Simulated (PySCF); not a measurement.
Two species compared at the same levels of theory.

First species: C₆H₁₃OP.
SMILES: `CCC[P@@]1(=O)C[C@H]1C`

Second species: C₆H₁₃OP.
InChI=1S/C6H13OP/c1-4-6-8(3,7)5-2/h5H,2,4,6H2,1,3H3/t8-/m0/s1

Levels: CAM-B3LYP/def2-SVPD for dipole moment, HOMO energy, LUMO energy, HOMO–LUMO gap, static isotropic polarisability and electronic spatial extent ⟨r²⟩ about the centre of nuclear charge; TDDFT CAM-B3LYP/def2-SVPD for lowest singlet excitation; TDA CAM-B3LYP/def2-SVPD for lowest triplet excitation (Tamm–Dancoff); ΔSCF CAM-B3LYP/def2-SVPD for vertical ionisation energy; PBE0-D3(BJ)/def2-SVP for rotational constant A and rotational constant C. Geometries: PBE0-D3(BJ)/def2-SVP. Each species is one conformer at its optimised geometry, gas phase, non-relativistic unless stated. Electronic properties by PySCF.

Dipoles, sizes and rotational constants follow the conformer. The torsions of the flexible species, by atom-mapped SMILES:
- `[CH3:1][CH2:2][CH2:3][P@@:4]1(=[O:5])[CH2:6][C@H:7]1[CH3:8]`: C1–C2–C3–P4 63°, C2–C3–P4–O5 46°
- `[CH2:1]=[CH:2][P@:3]([CH3:4])(=[O:5])[CH2:6][CH2:7][CH3:8]`: C1–C2–P3–C4 127°, C2–P3–C6–C7 175°, P3–C6–C7–C8 -172°

```csv
property,column X,column Y
dipole moment,4.12 D,4.39 D
HOMO energy,-8.85 eV,-8.25 eV
LUMO energy,0.50 eV,1.06 eV
HOMO–LUMO gap,9.35 eV,9.31 eV
lowest singlet excitation,6.13 eV,6.34 eV
lowest triplet excitation (Tamm–Dancoff),4.29 eV,5.94 eV
static isotropic polarisability,100.2 au,96.3 au
vertical ionisation energy,9.50 eV,8.93 eV
electronic spatial extent ⟨r²⟩ about the centre of nuclear charge,1491 bohr²,1260 bohr²
rotational constant A,2.817 GHz,2.196 GHz
rotational constant C,0.890 GHz,1.083 GHz
```

Which column belongs to which species?

Column X is the second species and column Y the first. The first has 21 atoms and 72 electrons, the second 21 and 72.

How does each property change from the first species to the second?

dipole moment -0.27 D; HOMO energy -0.60 eV; LUMO energy -0.56 eV; HOMO–LUMO gap +0.04 eV; lowest singlet excitation -0.21 eV; lowest triplet excitation (Tamm–Dancoff) -1.65 eV; static isotropic polarisability +3.9 au; vertical ionisation energy +0.57 eV; electronic spatial extent ⟨r²⟩ about the centre of nuclear charge +231 bohr²; rotational constant A +0.621 GHz; rotational constant C -0.193 GHz.

On the first: No computed singlet falls in the visible range (750 to 380 nm, 1.65 to 3.26 eV); S1 lies 3.08 eV above its blue end. S1 lies 2.97 eV below the HOMO–LUMO gap; its leading configuration is HOMO→LUMO, weight 0.50.

On the second: No computed singlet falls in the visible range (750 to 380 nm, 1.65 to 3.26 eV); S1 lies 2.87 eV above its blue end.
